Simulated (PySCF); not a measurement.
# Relaxation of singlet W₂Te

All numbers come from PySCF, PBE0, basis Te def2-TZVP with ECP28, W def2-TZVP with ECP60 (scalar-relativistic core potentials, no spin–orbit coupling, density fitting). A (50,194) grid was used.

A start displaced from a saddle point along its imaginary mode, of Cs symmetry, held to at least that symmetry:

Coordinates in bohr (charge 0 multiplicity 1):
```
Te    0.4724   -0.0006   -0.0991
W    -0.1620    0.0002    4.6723
W    -0.1716    0.0002   -4.6023
```

Optimiser trace:
```json
{"step": "0", "E − E(last) (kJ/mol)": "1.17", "largest gradient (Eh/bohr)": "0.00709"}
{"step": "1", "E − E(last) (kJ/mol)": "0.69", "largest gradient (Eh/bohr)": "0.00249"}
{"step": "2", "E − E(last) (kJ/mol)": "0.61", "largest gradient (Eh/bohr)": "0.00114"}
{"step": "3", "E − E(last) (kJ/mol)": "0.60", "largest gradient (Eh/bohr)": "0.00036"}
{"step": "4", "E − E(last) (kJ/mol)": "0.59", "largest gradient (Eh/bohr)": "0.00026"}
{"step": "5", "E − E(last) (kJ/mol)": "0.57", "largest gradient (Eh/bohr)": "0.00086"}
{"step": "6", "E − E(last) (kJ/mol)": "0.44", "largest gradient (Eh/bohr)": "0.00447"}
{"step": "7", "E − E(last) (kJ/mol)": "0.40", "largest gradient (Eh/bohr)": "0.00704"}
{"step": "8", "E − E(last) (kJ/mol)": "0.71", "largest gradient (Eh/bohr)": "0.00992"}
{"step": "9", "E − E(last) (kJ/mol)": "0.36", "largest gradient (Eh/bohr)": "0.00724"}
{"step": "10", "E − E(last) (kJ/mol)": "0.18", "largest gradient (Eh/bohr)": "0.00488"}
{"step": "11", "E − E(last) (kJ/mol)": "0.18", "largest gradient (Eh/bohr)": "0.00332"}
{"step": "12", "E − E(last) (kJ/mol)": "0.01", "largest gradient (Eh/bohr)": "0.00161"}
{"step": "13", "E − E(last) (kJ/mol)": "0.00", "largest gradient (Eh/bohr)": "0.00082"}
{"step": "14", "E − E(last) (kJ/mol)": "0.00", "largest gradient (Eh/bohr)": "0.00049"}
{"step": "15", "E − E(last) (kJ/mol)": "0.00", "largest gradient (Eh/bohr)": "0.00014"}
```

It ends at Cs with Te–W 2.416 Å, Te–W 2.528 Å; W–Te–W 145.1° (after a last refinement on a finer grid). A frequency run shows a minimum. Other isomers or separated fragments may lie lower.

Stability towards spin polarisation was not tested. Spin–orbit coupling, left out here, can matter for elements this heavy.
